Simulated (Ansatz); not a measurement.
Ansatz (a quantum-chemistry and plane-wave program) input file for C6H8, SMILES CC#CC1CC1, B3LYP-D3(BJ)/def2-SVP. 

Ansatz 0.2 input:
```yaml
crystal:
  periodic: [false, false, false]
  atoms:
    - {symbol: C, position_ang: [2.92995156, -0.31426432, 0.44290029]}
    - {symbol: C, position_ang: [1.54833675, -0.15171667, 0.04419928]}
    - {symbol: C, position_ang: [0.40714750, -0.01656009, -0.30088786]}
    - {symbol: C, position_ang: [-0.96024165, 0.14533641, -0.68754144]}
    - {symbol: C, position_ang: [-1.89315261, 0.91829047, 0.20736243]}
    - {symbol: C, position_ang: [-2.03626354, -0.56524653, 0.09070550]}
    - {symbol: H, position_ang: [3.54492529, -0.54020216, -0.42823511]}
    - {symbol: H, position_ang: [3.01944190, -1.13158409, 1.15871742]}
    - {symbol: H, position_ang: [3.29756758, 0.60188548, 0.90568228]}
    - {symbol: H, position_ang: [-1.10273955, 0.24306452, -1.75834947]}
    - {symbol: H, position_ang: [-1.48980520, 1.31818678, 1.12544590]}
    - {symbol: H, position_ang: [-2.63554659, 1.54944395, -0.25774617]}
    - {symbol: H, position_ang: [-1.73049418, -1.17198214, 0.92968567]}
    - {symbol: H, position_ang: [-2.87801733, -0.96384778, -0.45562967]}
basis:
  gaussian:
    orbitals: def2-SVP
hamiltonian:
  xc: b3lyp
  dispersion: d3bj
relax: {f_tol: 0.002, max_steps: 200}
```

Log of the run:

```
WARN ansatz: RAYON_NUM_THREADS=2 ignored (pool sized by the plan → 2); use --threads N
Functional definition: B3LYP
integrals: 0.09 GiB planned
1433 factors; integrals over basis functions are off by at most 3.6e-4 eV
mean field: 0.64 GiB planned
mean field evaluation 1: about -6335.9991 eV, gradient 5.9e1 eV
mean field evaluation 2: about -6334.7181 eV, gradient 6.4e1 eV
mean field evaluation 4: about -6345.4252 eV, gradient 5.2e0 eV
mean field evaluation 8: about -6345.5214 eV, gradient 3.5e-1 eV
mean field evaluation 16: about -6345.5217 eV, gradient 1.5e-5 eV
mean field -6345.52169116 eV, -233.1936210011 hartree, gradient 1.5e-5 eV, S^2 0.000000; 0 other end points of the search recorded, 0 dependent functions left out
the calculation of the forces begins
reference -6345.52196119 eV, -233.1936309244 hartree; 22, 22 occupied and 102, 102 virtual orbitals, 1433 factors
relax step   1: F+E_penalty+E_count = -6345.97364501 eV  Δ(F+E_penalty+E_count) = +0.000e0 eV  max|allowed force component| = 8.861e-1 eV/Å  Δτ_max = 0.0000 Å  (28 SCF iters, accepted)
these checks for a lower state are left out or cut short: starts, cluster_reference, orbital_swaps, neighbouring_geometries, increment
integrals: 0.09 GiB planned
1433 factors; integrals over basis functions are off by at most 3.8e-4 eV
mean field: 0.64 GiB planned
mean field -6345.57832075 eV, -233.1957021002 hartree, gradient 2.0e-5 eV, S^2 0.000000; 0 other end points of the search recorded, 0 dependent functions left out
the calculation of the forces begins
reference -6345.57859207 eV, -233.1957120709 hartree; 22, 22 occupied and 102, 102 virtual orbitals, 1433 factors
relax step   2: F+E_penalty+E_count = -6346.02659546 eV  Δ(F+E_penalty+E_count) = -5.295e-2 eV  max|allowed force component| = 2.022e-1 eV/Å  Δτ_max = 0.0459 Å  (30 SCF iters, accepted)
these checks for a lower state are left out or cut short: starts, cluster_reference, orbital_swaps, neighbouring_geometries, increment
integrals: 0.09 GiB planned
1433 factors; integrals over basis functions are off by at most 3.9e-4 eV
mean field: 0.64 GiB planned
mean field -6345.58401820 eV, -233.1959114775 hartree, gradient 2.1e-5 eV, S^2 0.000000; 0 other end points of the search recorded, 0 dependent functions left out
the calculation of the forces begins
reference -6345.58428982 eV, -233.1959214593 hartree; 22, 22 occupied and 102, 102 virtual orbitals, 1433 factors
relax step   3: F+E_penalty+E_count = -6346.03104460 eV  Δ(F+E_penalty+E_count) = -4.449e-3 eV  max|allowed force component| = 1.157e-1 eV/Å  Δτ_max = 0.0167 Å  (30 SCF iters, accepted)
these checks for a lower state are left out or cut short: starts, cluster_reference, orbital_swaps, neighbouring_geometries, increment
integrals: 0.09 GiB planned
1433 factors; integrals over basis functions are off by at most 3.9e-4 eV
mean field: 0.64 GiB planned
mean field evaluation 32: about -6345.5526 eV, gradient 3.4e-1 eV
mean field -6345.58449789 eV, -233.1959291058 hartree, gradient 1.9e-5 eV, S^2 0.000000; 0 other end points of the search recorded, 0 dependent functions left out
the calculation of the forces begins
reference -6345.58476954 eV, -233.1959390886 hartree; 22, 22 occupied and 102, 102 virtual orbitals, 1433 factors
relax step   4: F+E_penalty+E_count = -6346.03133123 eV  Δ(F+E_penalty+E_count) = -2.866e-4 eV  max|allowed force component| = 5.234e-2 eV/Å  Δτ_max = 0.0054 Å  (22 SCF iters, accepted)
these checks for a lower state are left out or cut short: starts, cluster_reference, orbital_swaps, neighbouring_geometries, increment
integrals: 0.09 GiB planned
1433 factors; integrals over basis functions are off by at most 3.9e-4 eV
mean field: 0.64 GiB planned
mean field -6345.58472912 eV, -233.1959376034 hartree, gradient 2.1e-5 eV, S^2 0.000000; 0 other end points of the search recorded, 0 dependent functions left out
the calculation of the forces begins
reference -6345.58500082 eV, -233.1959475880 hartree; 22, 22 occupied and 102, 102 virtual orbitals, 1433 factors
relax step   5: F+E_penalty+E_count = -6346.03148383 eV  Δ(F+E_penalty+E_count) = -1.526e-4 eV  max|allowed force component| = 1.343e-2 eV/Å  Δτ_max = 0.0071 Å  (31 SCF iters, accepted)
these checks for a lower state are left out or cut short: starts, cluster_reference, orbital_swaps, neighbouring_geometries, increment
integrals: 0.09 GiB planned
1433 factors; integrals over basis functions are off by at most 3.9e-4 eV
mean field: 0.64 GiB planned
mean field -6345.58484352 eV, -233.1959418074 hartree, gradient 6.4e-6 eV, S^2 0.000000; 0 other end points of the search recorded, 0 dependent functions left out
the calculation of the forces begins
reference -6345.58511525 eV, -233.1959517934 hartree; 22, 22 occupied and 102, 102 virtual orbitals, 1433 factors
relax step   6: F+E_penalty+E_count = -6346.03150096 eV  Δ(F+E_penalty+E_count) = -1.713e-5 eV  max|allowed force component| = 1.046e-2 eV/Å  Δτ_max = 0.0030 Å  (23 SCF iters, accepted)
these checks for a lower state are left out or cut short: starts, cluster_reference, orbital_swaps, neighbouring_geometries, increment
integrals: 0.09 GiB planned
1433 factors; integrals over basis functions are off by at most 3.9e-4 eV
mean field: 0.64 GiB planned
mean field -6345.58485874 eV, -233.1959423669 hartree, gradient 2.9e-5 eV, S^2 0.000000; 0 other end points of the search recorded, 0 dependent functions left out
the calculation of the forces begins
reference -6345.58513048 eV, -233.1959523530 hartree; 22, 22 occupied and 102, 102 virtual orbitals, 1433 factors
relax step   7: F+E_penalty+E_count = -6346.03151066 eV  Δ(F+E_penalty+E_count) = -9.703e-6 eV  max|allowed force component| = 1.260e-3 eV/Å  Δτ_max = 0.0016 Å  (20 SCF iters, accepted)
integrals: 0.09 GiB planned
1433 factors; integrals over basis functions are off by at most 3.9e-4 eV
mean field: 0.64 GiB planned
mean field evaluation 64: about -6345.5845 eV, gradient 3.6e-1 eV
mean field -6345.58485874 eV, -233.1959423669 hartree, gradient 2.9e-5 eV, S^2 0.000000; 1 other end points of the search recorded, 0 dependent functions left out
the calculation of the forces begins
reference -6345.58513048 eV, -233.1959523530 hartree; 22, 22 occupied and 102, 102 virtual orbitals, 1433 factors
Total energy: -6346.03178239 eV, -233.2123665082 hartree
Atom 0 at     2.965763    -0.317314     0.439205 Å, force     0.000072     0.000125    -0.000223 eV/Å
Atom 1 at     1.570017    -0.153286     0.046911 Å, force    -0.000055    -0.000051     0.000217 eV/Å
Atom 2 at     0.409954    -0.017171    -0.283045 Å, force     0.001247    -0.000247     0.001260 eV/Å
Atom 3 at    -0.969222     0.144621    -0.672695 Å, force     0.000706     0.000089    -0.000992 eV/Å
Atom 4 at    -1.931622     0.924825     0.207538 Å, force     0.000603    -0.000469     0.000561 eV/Å
Atom 5 at    -2.074119    -0.563579     0.093699 Å, force     0.000598     0.000289     0.000540 eV/Å
Atom 6 at     3.600705    -0.538538    -0.434895 Å, force     0.000092     0.000259     0.000174 eV/Å
Atom 7 at     3.088100    -1.147398     1.154995 Å, force    -0.000061    -0.000178    -0.000218 eV/Å
Atom 8 at     3.363134     0.594726     0.915468 Å, force     0.000081    -0.000140    -0.000103 eV/Å
Atom 9 at    -1.129159     0.242522    -1.752524 Å, force    -0.000752    -0.000016    -0.000422 eV/Å
Atom 10 at    -1.529728     1.334611     1.137341 Å, force    -0.000694     0.000518    -0.000777 eV/Å
Atom 11 at    -2.665112     1.562002    -0.293681 Å, force    -0.000489     0.000540     0.000333 eV/Å
Atom 12 at    -1.770307    -1.177226     0.945233 Å, force    -0.000748    -0.000217    -0.000663 eV/Å
Atom 13 at    -2.907295    -0.967991    -0.487242 Å, force    -0.000600    -0.000501     0.000314 eV/Å
Dipole moment:    -0.008657    -0.002426     0.028270 e Å
```

The run converged.
